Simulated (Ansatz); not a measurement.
# Molecular dynamics of CH7ClMgOSi

Input:

```yaml
crystal:
  periodic: [false, false, false]
  atoms:
    - { symbol: Mg, position_ang: [-0.762556, -0.682056, -1.374353] }
    - { symbol: Si, position_ang: [0.966396, 1.595448, -0.971584] }
    - { symbol: Cl, position_ang: [-1.709119, -1.537069, -3.176698] }
    - { symbol: H, position_ang: [0.231972, 0.252585, 0.058061] }
    - { symbol: O, position_ang: [-0.44326, -0.740622, 0.486706] }
    - { symbol: C, position_ang: [-0.481416, -1.184907, 1.827002] }
    - { symbol: H, position_ang: [2.352673, 1.302973, -1.453101] }
    - { symbol: H, position_ang: [1.067805, 2.619978, 0.115648] }
    - { symbol: H, position_ang: [0.254136, 2.276861, -2.106844] }
    - { symbol: H, position_ang: [-0.084829, -0.402256, 2.496037] }
    - { symbol: H, position_ang: [0.125498, -2.096515, 1.963513] }
    - { symbol: H, position_ang: [-1.5173, -1.404419, 2.135713] }
magnetization:
  spin_polarized: true
basis:
  gaussian: { orbitals: def2-SVP }
hamiltonian:
  xc: b3lyp
md:
  timestep: 0.5
  n_steps: 200
  ensemble: nve
  temperature: 100.0
  initial_velocities: maxwell_boltzmann
  seed: 11365
```

Launched with:

```bash
$ ansatz run input.yaml --threads 4 --pin off --max-ram 5120MiB --backend cpu --events-out ev --progress --plain --runs-dir out
```

It starts at the highest image of a converged band. Of that band: A vibrational analysis at the climbing image gives 2 clearly imaginary modes (1211i, 48i cm⁻¹): a point of higher order. A lower path may pass nearby, or the ends, which weren't checked, may share the extra mode.

Output, in part (one step line in 7, the closing report, with atoms numbered from 0):

```
md step     0: t =     0.00 fs  T =   100.0 K  F+E_penalty+E_count = -29035.39265840 eV  E_kin = 0.129260 eV  conserved = -29035.26339840 eV  (28 SCF iters)
md step     7: t =     3.50 fs  T =    63.4 K  F+E_penalty+E_count = -29035.34489971 eV  E_kin = 0.082004 eV  conserved = -29035.26289577 eV  (26 SCF iters)
md step    14: t =     7.00 fs  T =    73.5 K  F+E_penalty+E_count = -29035.35802671 eV  E_kin = 0.095025 eV  conserved = -29035.26300144 eV  (26 SCF iters)
md step    21: t =    10.50 fs  T =   125.5 K  F+E_penalty+E_count = -29035.42548550 eV  E_kin = 0.162166 eV  conserved = -29035.26331999 eV  (33 SCF iters)
md step    28: t =    14.00 fs  T =   132.2 K  F+E_penalty+E_count = -29035.43353772 eV  E_kin = 0.170817 eV  conserved = -29035.26272053 eV  (33 SCF iters)
md step    35: t =    17.50 fs  T =   180.6 K  F+E_penalty+E_count = -29035.49710781 eV  E_kin = 0.233433 eV  conserved = -29035.26367461 eV  (32 SCF iters)
md step    42: t =    21.00 fs  T =   176.1 K  F+E_penalty+E_count = -29035.49064648 eV  E_kin = 0.227580 eV  conserved = -29035.26306649 eV  (27 SCF iters)
md step    49: t =    24.50 fs  T =   220.5 K  F+E_penalty+E_count = -29035.54754620 eV  E_kin = 0.285033 eV  conserved = -29035.26251287 eV  (32 SCF iters)
md step    56: t =    28.00 fs  T =   310.1 K  F+E_penalty+E_count = -29035.66456999 eV  E_kin = 0.400831 eV  conserved = -29035.26373884 eV  (32 SCF iters)
md step    63: t =    31.50 fs  T =   324.1 K  F+E_penalty+E_count = -29035.68211266 eV  E_kin = 0.418914 eV  conserved = -29035.26319864 eV  (27 SCF iters)
md step    70: t =    35.00 fs  T =   326.5 K  F+E_penalty+E_count = -29035.68457617 eV  E_kin = 0.422008 eV  conserved = -29035.26256859 eV  (31 SCF iters)
md step    77: t =    38.50 fs  T =   433.0 K  F+E_penalty+E_count = -29035.82396887 eV  E_kin = 0.559693 eV  conserved = -29035.26427564 eV  (32 SCF iters)
md step    84: t =    42.00 fs  T =   427.0 K  F+E_penalty+E_count = -29035.81550564 eV  E_kin = 0.551996 eV  conserved = -29035.26350925 eV  (32 SCF iters)
md step    91: t =    45.50 fs  T =   394.9 K  F+E_penalty+E_count = -29035.77258243 eV  E_kin = 0.510433 eV  conserved = -29035.26214938 eV  (26 SCF iters)
md step    98: t =    49.00 fs  T =   388.3 K  F+E_penalty+E_count = -29035.76470412 eV  E_kin = 0.501921 eV  conserved = -29035.26278272 eV  (29 SCF iters)
md step   105: t =    52.50 fs  T =   435.9 K  F+E_penalty+E_count = -29035.82834133 eV  E_kin = 0.563471 eV  conserved = -29035.26486994 eV  (32 SCF iters)
md step   112: t =    56.00 fs  T =   380.9 K  F+E_penalty+E_count = -29035.75680921 eV  E_kin = 0.492363 eV  conserved = -29035.26444638 eV  (32 SCF iters)
md step   119: t =    59.50 fs  T =   288.6 K  F+E_penalty+E_count = -29035.63563273 eV  E_kin = 0.372989 eV  conserved = -29035.26264377 eV  (26 SCF iters)
md step   126: t =    63.00 fs  T =   282.8 K  F+E_penalty+E_count = -29035.62896456 eV  E_kin = 0.365506 eV  conserved = -29035.26345841 eV  (31 SCF iters)
md step   133: t =    66.50 fs  T =   257.5 K  F+E_penalty+E_count = -29035.59685959 eV  E_kin = 0.332857 eV  conserved = -29035.26400294 eV  (31 SCF iters)
md step   140: t =    70.00 fs  T =   258.7 K  F+E_penalty+E_count = -29035.59799703 eV  E_kin = 0.334383 eV  conserved = -29035.26361364 eV  (31 SCF iters)
md step   147: t =    73.50 fs  T =   265.1 K  F+E_penalty+E_count = -29035.60505864 eV  E_kin = 0.342623 eV  conserved = -29035.26243564 eV  (26 SCF iters)
md step   154: t =    77.00 fs  T =   296.8 K  F+E_penalty+E_count = -29035.64649373 eV  E_kin = 0.383637 eV  conserved = -29035.26285710 eV  (31 SCF iters)
md step   161: t =    80.50 fs  T =   324.0 K  F+E_penalty+E_count = -29035.68355605 eV  E_kin = 0.418845 eV  conserved = -29035.26471146 eV  (31 SCF iters)
md step   168: t =    84.00 fs  T =   364.8 K  F+E_penalty+E_count = -29035.73660799 eV  E_kin = 0.471507 eV  conserved = -29035.26510087 eV  (31 SCF iters)
md step   175: t =    87.50 fs  T =   338.8 K  F+E_penalty+E_count = -29035.70074572 eV  E_kin = 0.437891 eV  conserved = -29035.26285493 eV  (26 SCF iters)
md step   182: t =    91.00 fs  T =   320.0 K  F+E_penalty+E_count = -29035.67565673 eV  E_kin = 0.413612 eV  conserved = -29035.26204466 eV  (31 SCF iters)
md step   189: t =    94.50 fs  T =   301.8 K  F+E_penalty+E_count = -29035.65310560 eV  E_kin = 0.390099 eV  conserved = -29035.26300641 eV  (31 SCF iters)
md step   196: t =    98.00 fs  T =   366.7 K  F+E_penalty+E_count = -29035.73899833 eV  E_kin = 0.474022 eV  conserved = -29035.26497619 eV  (31 SCF iters)
md step   200: t =   100.00 fs  T =   332.9 K  F+E_penalty+E_count = -29035.69244246 eV  E_kin = 0.430257 eV  conserved = -29035.26218565 eV  (29 SCF iters)
Total energy: -29035.69276376 eV, -1067.0420279689 hartree
Atom 0 at    -0.660457    -0.283731    -1.675878 Å, force     0.516796     0.237079     1.342259 eV/Å
Atom 1 at     0.957262     1.605319    -1.190236 Å, force     0.042223     0.835395    -0.245472 eV/Å
Atom 2 at    -1.663165    -1.641135    -3.006416 Å, force    -0.531909    -0.633552    -0.521947 eV/Å
Atom 3 at     0.069349    -0.018447     1.029040 Å, force     2.189460     2.402408     0.816622 eV/Å
Atom 4 at    -0.528055    -0.681995     0.837828 Å, force    -2.157817    -2.556446    -1.004034 eV/Å
Atom 5 at    -0.642688    -1.631885     1.912166 Å, force    -0.786195     0.034355    -0.690759 eV/Å
Atom 6 at     2.101367     1.558170    -2.161251 Å, force     0.110164     0.018086     0.083820 eV/Å
Atom 7 at     1.550938     1.991990     0.150391 Å, force    -0.080633    -0.357738    -0.063989 eV/Å
Atom 8 at     0.235403     2.886180    -1.552687 Å, force     0.080649    -0.064882    -0.021252 eV/Å
Atom 9 at     0.053906    -1.448290     2.727001 Å, force     0.300305     0.262144     0.238529 eV/Å
Atom 10 at    -0.454064    -2.633030     1.508889 Å, force     0.061707    -0.185199    -0.003218 eV/Å
Atom 11 at    -1.682868    -1.611497     2.293761 Å, force     0.255250     0.008350     0.069442 eV/Å
Dipole moment:     0.037306    -0.203265     1.028949 e Å
```

All steps were run. The conserved energy stayed within 0.15 meV per atom of its start (net change 0.1 meV per atom), so the integration is sound. The kinetic energy rose, since the run started high on the potential surface and went downhill. A run of 0.1 ps of so small a system gives no equilibrium averages. The orbitals were unrestricted but ended closed-shell.

Between its relaxed ends the band would form Mg1–H4, Si2–H4 and break Mg1–Si2, H4–O5. These pairs go: Mg1–H4 1.98 → 2.81 Å, Si2–H4 1.84 → 2.89 Å, Mg1–Si2 2.89 → 2.53 Å, H4–O5 1.28 → 0.91 Å. In the last frame they stand as before the step (other bonds may differ from the relaxed reactants and products). It ends as one piece, CH7ClMgOSi. Pairs count as bonded within 1.25 times the sum of covalent radii (0.12 Å more for H–H).

Last frame:

```xyz
12
Properties=species:S:1:pos:R:3
Mg -0.660 -0.284 -1.676
Si 0.957 1.605 -1.190
Cl -1.663 -1.641 -3.006
H 0.069 -0.018 1.029
O -0.528 -0.682 0.838
C -0.643 -1.632 1.912
H 2.101 1.558 -2.161
H 1.551 1.992 0.150
H 0.235 2.886 -1.553
H 0.054 -1.448 2.727
H -0.454 -2.633 1.509
H -1.683 -1.611 2.294
```

Time of the run: 17 min on 4 threads of Arm Neoverse N1 (shared host), peak memory 0.4 GiB.
